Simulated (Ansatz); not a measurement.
Consider the isomerisation: `N[SiH2]C(=O)O` → `NC1O[SiH2]O1`.

Computed with Ansatz on PBE0-D4/def2-TZVP structures; ΔE is electronic, products minus reactants. CCSD(T)/CBS adds triple-zeta CCSD(T) − MP2 to the extrapolated MP2 energy (def2 sets, frozen cores). Each species was taken in one conformer, which may not be the lowest.

| level | ΔE (kJ/mol) |
| --- | --- |
| CCSD(T)/def2-TZVPP | -39.0 |
| CCSD/CBS(def2) | -42.7 |

Problem. What does CCSD(T)/CBS give? (Estimate.)

Solution. Computed: -39.4 kJ/mol. The listed levels differ from it by 0.4, -3.3 kJ/mol.

Largest T1 diagnostic among the species: 0.015.

From PBE to PBE0 (25 % exact exchange), in def2-TZVPP and without D4, ΔE moves by −16.8 kJ/mol.
